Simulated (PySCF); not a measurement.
Ionisation of hexamethyldisiloxane

Molecule: hexamethyldisiloxane, `C[Si](C)(C)O[Si](C)(C)C` (C6H18OSi2). Atom numbers as in the mapped SMILES `[CH3:1][Si:2]([CH3:3])([CH3:4])[O:5][Si:6]([CH3:7])([CH3:8])[CH3:9]`.

Computed at ωB97X-D3(BJ)/ma-def2-SVP // PBE0-D3(BJ)/def2-SVP with PySCF (density fitting, grid level 2). The prefix ma- adds one diffuse s and one diffuse p function on all atoms but H. ωB97X-D3(BJ) is ωB97X-V with D3(BJ) in place of VV10. Thermal corrections: GFN2-xTB frequencies, unscaled, ideal gas at 298.15 K and 1 bar, quasi-RRHO entropy. These were taken at the GFN2-xTB minima.

Frontier levels of the parent: HOMO -10.22 eV, LUMO 1.05 eV.

Oxidation to the radical cation:
| Item | Value |
| --- | --- |
| Vertical ionisation energy (electronic) | 9.92 eV |
| Adiabatic ionisation energy (with zero-point energy) | 9.48 eV |
| Adiabatic, electronic part | 9.63 eV |
| Vertical gap at the product's structure | 9.35 eV |
| Inner reorganisation energy (four-point) | 567 meV |
| Relaxation of product / of parent | 293 / 274 meV |
| ⟨S²⟩ of the product | 0.759 |
| Largest spin populations | O5 0.43, C9 0.19, C4 0.18, C3 0.14 |
| Largest changes of atomic charge | O5 0.24, C9 0.08, C4 0.08 |
| Distances that move most (Å) | Si6–C9 1.877 → 1.904; Si2–C4 1.877 → 1.902; C1–Si2 1.871 → 1.852; Si6–C7 1.871 → 1.852 |

Measured values (NIST Chemistry WebBook, evaluated or the median of agreeing entries): vertical ionisation energy 9.88 eV (computed 9.92, difference 0.04); adiabatic ionisation energy 9.64 eV (computed 9.48, difference -0.16).

Caveats: ma-def2-SVP is a small basis, whose errors can reach tens of kJ/mol.
